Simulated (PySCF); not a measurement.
# Static response to an electric field

Species: C9H7P.
Geometry (PBE0-D3(BJ)/def2-SVP, Å), atoms numbered from 1 in this order:
```xyz
17
C9H7P angstrom
C      2.4191   -1.0284    0.5874
C      2.7876    0.2002   -0.0017
C      1.8159    1.0838   -0.4153
C      0.4365    0.7887   -0.2629
P     -0.7265    2.0042   -0.8331
C     -2.2115    1.2393   -0.4572
C     -2.3607   -0.0247    0.1479
C     -1.2981   -0.8170    0.5175
C      0.0639   -0.4560    0.3339
C      1.0910   -1.3457    0.7498
H      3.1925   -1.7275    0.9142
H      3.8440    0.4479   -0.1291
H      2.1001    2.0364   -0.8723
H     -3.1228    1.7907   -0.7131
H     -3.3733   -0.3960    0.3336
H     -1.5001   -1.7860    0.9821
H      0.8030   -2.2967    1.2057
```

Level: CAM-B3LYP/def2-SVPD (PySCF), static field, nuclei fixed, core orbitals frozen in the response. The polarisability tensor in these axes (au):

```
x   175.83 -11.94   4.83
y   -11.94 131.23 -28.97
z     4.83 -28.97  84.09
```

Q: Give the principal values, the mean and the anisotropy Δα = √{½[(α1 − α2)² + (α2 − α3)² + (α1 − α3)²]}.

A: Principal values 70.31, 140.35 and 180.49 au; mean 130.39 au = 19.32 Å³ = 21.50 × 10⁻⁴⁰ C²·m²/J; Δα = 96.59 au (74 % of the mean).

Q: What is the dipole moment, and where does it point?

A: (0.18, -1.41, 0.67) D, 1.58 D in size, pointing from the negative to the positive side. Measured along this direction, the outermost atoms are H14 and P5 at the negative end and H17 at the positive end.

Q: Give the principal axes and the span of the nuclei along them.

A: Largest value along (0.94, -0.31, 0.14), where the nuclei span 7.26 Å; middle along (0.34, 0.85, -0.41), 5.22 Å; least along (0.01, 0.43, 0.90), 0.00 Å. The response follows the extents in order.

Q: In a dilute gas of rigid molecules at 250 K, how does the orientational term μ²/3kT compare with the electronic polarisability?

A: In Gaussian units μ²/3kT = 24.00 Å³ against 19.32 Å³, a ratio of 1.24; the Debye molar polarisation (4π/3)N_A(α + μ²/3kT) is 109.3 cm³/mol, leaving out the vibrational part.

Q: Molar refractivity from α?

A: Lorentz–Lorenz: R = (4π/3)N_A α = 2.5225 cm³/(mol·Å³) × 19.32 Å³ = 48.7 cm³/mol, in the limit of long wavelengths.

Q: What would n − 1 = 2πNα be for an ideal gas of these molecules at 400 K and 1 atm, electronic part alone?

A: N = p/kT = 1.8347 × 10¹⁹ cm⁻³, so n − 1 = 2π × N × 19.32 × 10⁻²⁴ cm³ = 2227 × 10⁻⁶ at long wavelengths, for an ideal gas.

Isolated species at its PBE0-D3(BJ)/def2-SVP geometry, gas phase.
